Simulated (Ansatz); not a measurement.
A nudged elastic band was laid between two geometries of C₄H₁₀AlN (16 atoms, charge 0, multiplicity 1).

All numbers below come from RKS PBE0-D4/6-31G* (Ansatz).

- movable images: 7
- climbing image: yes
- spring: 5.0 eV/Å²
- optimiser: quadratic models (default)
- start path: through a guess of the saddle point
- force threshold: 0.05 eV/Å
- iteration limit: 30
- end points: relaxed

First end point:

```xyz
16
Properties=species:S:1:pos:R:3
N 0.521 -1.157 1.140
C 0.195 -0.041 0.164
Al 1.893 0.330 1.085
C -0.102 -0.395 -1.294
C -1.114 0.771 -1.283
C -1.168 0.647 0.255
H 0.659 -2.057 0.688
H -0.168 -1.257 1.881
H 1.844 1.190 2.430
H 3.244 -0.180 0.403
H 0.716 -0.373 -2.021
H -0.630 -1.358 -1.382
H -0.643 1.709 -1.591
H -2.047 0.641 -1.837
H -1.261 1.560 0.851
H -1.962 -0.055 0.554
```

Last end point:

```xyz
16
Properties=species:S:1:pos:R:3
N 0.521 -1.157 1.141
C 0.197 -0.047 0.158
Al 1.887 0.336 1.090
C -0.108 -0.403 -1.296
C -1.110 0.772 -1.284
C -1.161 0.649 0.254
H 0.683 -2.054 0.691
H -0.179 -1.269 1.870
H 3.247 -0.181 0.429
H 1.824 1.212 2.423
H 0.707 -0.389 -2.027
H -0.645 -1.361 -1.380
H -0.633 1.706 -1.594
H -2.046 0.648 -1.836
H -1.247 1.563 0.850
H -1.959 -0.049 0.555
```

(1) What changes between the two ends?

(2) Give the energies along the band, and the barrier.

(3) What is the geometry of the highest image?

(4) What are the harmonic wavenumbers there?

Answers

(1) No bond is made or broken. The dihedral C4–C2–Al3–H9 goes from 157 to -21°. The two ends are copies of one structure, up to a mirror image or an exchange of like atoms.

(2) The run converged. The highest image is number 3 of 0 to 8, 0.59 eV above the ends, which have the same energy within 2 meV. A vibrational analysis at the climbing image gives one clearly imaginary mode, 121i cm⁻¹: a first-order saddle point.

| image | path coordinate (Å) | energy (eV) | dihedral C4–C2–Al3–H9 (°) |
| --- | --- | --- | --- |
| 0 | 0.00 | 0.00 | 157 |
| 1 | 0.92 | 0.18 | 150 |
| 2 | 1.84 | 0.54 | 155 |
| 3 | 2.77 | 0.59 | 169 |
| 4 | 3.89 | 0.57 | -156 |
| 5 | 5.01 | 0.53 | -119 |
| 6 | 6.14 | 0.42 | -90 |
| 7 | 7.26 | 0.09 | -50 |
| 8 | 8.39 | 0.00 | -21 |

(3) 
```xyz
16
Properties=species:S:1:pos:R:3
N 0.049 -1.536 1.230
C 0.186 -0.401 0.335
Al 1.794 0.659 0.815
C -0.117 -0.520 -1.185
C -0.817 0.848 -1.109
C -0.986 0.620 0.405
H 0.745 -2.248 1.028
H -0.859 -1.982 1.090
H 2.048 1.064 2.336
H 2.787 1.203 -0.319
H 0.711 -0.645 -1.893
H -0.852 -1.321 -1.360
H -0.123 1.670 -1.326
H -1.721 0.999 -1.706
H -0.941 1.480 1.089
H -1.927 0.089 0.616
```

(4) 121i, 119, 137, 208, 314, 330, 360, 504, 551, 590, 635, 774, 792, 823, 864, 925, 959, 995, 1014, 1056, 1115, 1195, 1216, 1228, 1255, 1289, 1297, 1327, 1503, 1516, 1541, 1702, 1898, 1933, 3036, 3045, 3073, 3088, 3119, 3153, 3452, 3574 cm⁻¹.

The run took 8.8 min on 2 threads of Intel(R) Xeon(R) Platinum 8259CL CPU @ 2.50GHz (Skylake/Cascade Lake), on a shared host, peak memory 0.33 GiB.
